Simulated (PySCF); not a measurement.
**Electronic structure of Sc²⁺ (scandium, charge +2) at the PBEsol level**

Configuration: [Ar] 4s1, 2S determinant (an excited configuration). All numbers are calculated (PySCF 2.14, the spin-free X2C one-electron Hamiltonian (Gaussian nucleus), in aug-cc-pwCVTZ-DK with one added diffuse shell each of s, p, d, f, g type (11s10p8d5f4g, 152 functions)).

```json
{
  "Total energy": "-762.200 hartree",
  "One-electron energy": "-1028.938 hartree",
  "Hartree (Coulomb) energy": "304.177 hartree",
  "Exchange-correlation energy": "-37.440 hartree",
  "⟨S²⟩": "0.7501",
  "⟨L²⟩": "0.000",
  "Sum of ⟨r⟩": "14.57 bohr",
  "Sum of ⟨r²⟩": "22.42 bohr²",
  "Langevin diamagnetic susceptibility": "-17.8 ×10⁻⁶ cm³/mol"
}
```

```
shell  electrons  mean orbital energy (eV)  rms radius, mean of both spins (bohr)
 1s α          1                   -4410.8                                 0.0845
 1s β          1                   -4410.7                                 0.0845
 2s α          1                   -496.31                                  0.374
 2s β          1                   -496.26                                  0.374
 2p α          3                   -410.60                                  0.342
 2p β          3                   -410.55                                  0.342
 3s α          1                   -76.357                                   1.14
 3s β          1                   -76.202                                   1.14
 3p α          3                   -54.722                                   1.23
 3p β          3                   -54.528                                   1.23
 4s α          1                   -18.502                                   3.12
```

Densities and radii are taken from the X2C orbitals without a picture-change correction, which distorts them close to the nucleus.
